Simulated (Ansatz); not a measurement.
```yaml
atoms:
  - { symbol: Li, position_ang: [0.0000, 0.0000, 0.0000] }
  - { symbol: F, position_ang: [0.0000, 0.0000, 3.1200] }
```

Basis set: pcseg-2 (spherical functions). Charge 0, multiplicity 1.

Computed with Ansatz (development build ahead of 0.2.0); each method stands on the lowest determinant of its kind that the runs found.

The atomization energy at this shape (free ground-state atoms in the same class of orbitals less the molecule, no zero-point energy) of singlet LiF:

```json
{"method": "RHF", "atomization energy": "0.65 eV"}
```

**Question.** What does PBE (unrestricted) give?

**Answer.** 2.95 eV. Caution: the shape is not the minimum. Caution for RHF: stretched shape with no unrestricted run beside it, a lower state can exist.
